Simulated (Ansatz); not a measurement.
Computed with Ansatz on PBE0-D4/def2-TZVP structures; ΔE is electronic, products minus reactants. CCSD(T)/CBS is the MP2 limit (def2-TZVPP, def2-QZVPP) plus CCSD(T) − MP2 in def2-TZVPP, frozen cores. DFT in def2-TZVPP. B3LYP here is the variant with VWN-RPA as its local correlation; programs differ in this. Elements past krypton have def2 core potentials. For I outer-core shells are correlated without core-valence functions, which leaves a few kJ/mol of doubt a bond. Each species was taken in one conformer, which may not be the lowest.

Reaction (redistribution): `B[CH2][AlH2]` + `BC(=C)CI` → `BC(B)=C` + `[AlH2][CH2]CI`

CCSD(T)/CBS gives +46.7 kJ/mol.

Another level gave +52.2 kJ/mol. Which?
A. r2SCAN-D4/def2-TZVPP
B. B3LYP/def2-TZVPP
C. HF/def2-TZVPP
D. PBE0/def2-TZVPP

A. r2SCAN-D4 52.2, PBE0 47.3, B3LYP 42.1, HF/def2-TZVPP 26.1 kJ/mol.

Largest T1 diagnostic among the species: 0.012.

The D4 term adds +4.0 kJ/mol with B3LYP and +2.2 kJ/mol with PBE0; it sums over pairs of atoms, weighted by their polarisabilities, and B3LYP, whose exchange is more repulsive, gets the larger term. From PBE to PBE0 (25 % exact exchange), in def2-TZVPP and without D4, ΔE moves by −3.6 kJ/mol.
